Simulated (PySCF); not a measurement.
Vertical excitations of a molecule C₃H₇NSi from TDA-PBE/def2-SVPD (PySCF), as energy in eV (oscillator strength): 3.64 (0.000), 4.81 (0.001), 5.38 (0.053), 5.38 (0.092), 5.57 (0.001), 5.79 (0.006), 6.00 (0.009), 6.13 (0.019), 6.38 (0.304), 6.43 (0.013). Lowest triplet (TDA): 3.27 eV. The structure is a stationary point at PBE0-D3(BJ)/def2-SVP. One conformer was computed; it need not be the lowest.

Task: Identify the compound among the candidates.
A) C[SiH2]CC#N
B) CC#C[SiH2]N
C) NC=C=C[SiH3]
D) C=C=CN[SiH3]

Result: C, NC=C=C[SiH3]
